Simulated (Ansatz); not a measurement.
Calculated with Ansatz (gas phase, PBE0-D4/def2-TZVP geometries, no zero-point term in ΔE). CBS: MP2 limit from def2 TZ/QZ plus the TZ coupled-cluster correction, frozen cores. This one scheme is used for every species. DFT in def2-TZVPP. For Se outer-core shells are correlated without core-valence functions, which leaves a few kJ/mol of doubt a bond. Scalar relativity is left out up to krypton. Each species was taken in one conformer, which may not be the lowest.

Reaction (ligand exchange at the Si–Se bond): `Cl[Si](Cl)(Cl)[SeH]` + CH₃OH → `CO[Si](Cl)(Cl)Cl` + H₂Se

CCSD(T)/CBS gives -12.9 kcal/mol.

(1) Another level gave -14.1 kcal/mol. Which?
A. LDA (SPW92)/def2-TZVPP
B. CAM-B3LYP-D4/def2-TZVPP
C. ωB97X-V/def2-TZVPP
D. PBE/def2-TZVPP

(2) What do rigid-rotor, harmonic-oscillator terms from PBE0-D4/def2-TZVP frequencies (298.15 K, 1 bar) make of the CCSD(T)/CBS value? (Best estimate.)

Largest T1 diagnostic among the species: 0.010.

## Answers

(1) C. ωB97X-V -14.1, LDA (SPW92) -12.3, PBE -10.0, CAM-B3LYP-D4 -15.8 kcal/mol.

(2) Computed: ΔZPE = -2.1 kcal/mol, ΔH = -14.8 kcal/mol, ΔS = -9 J/(mol·K), ΔG = -14.1 kcal/mol.

Leaving LDA and LC-ωPBE aside and taking each functional with its dispersion term where it has one, the values, not all of them listed here, spread over 6.0 kcal/mol, from CAM-B3LYP-D4 to revPBE-D4. LDA lies −2.4 kcal/mol from PBE without D4. From BLYP to BHLYP (50 % exact exchange), in def2-TZVPP and without D4, ΔE moves by −2.6 kcal/mol. In def2-TZVPP, CCSD(T) changes the Hartree–Fock value by +3.3 kcal/mol (the triples alone add +0.6 kcal/mol) and MP2 by +4.7 kcal/mol.
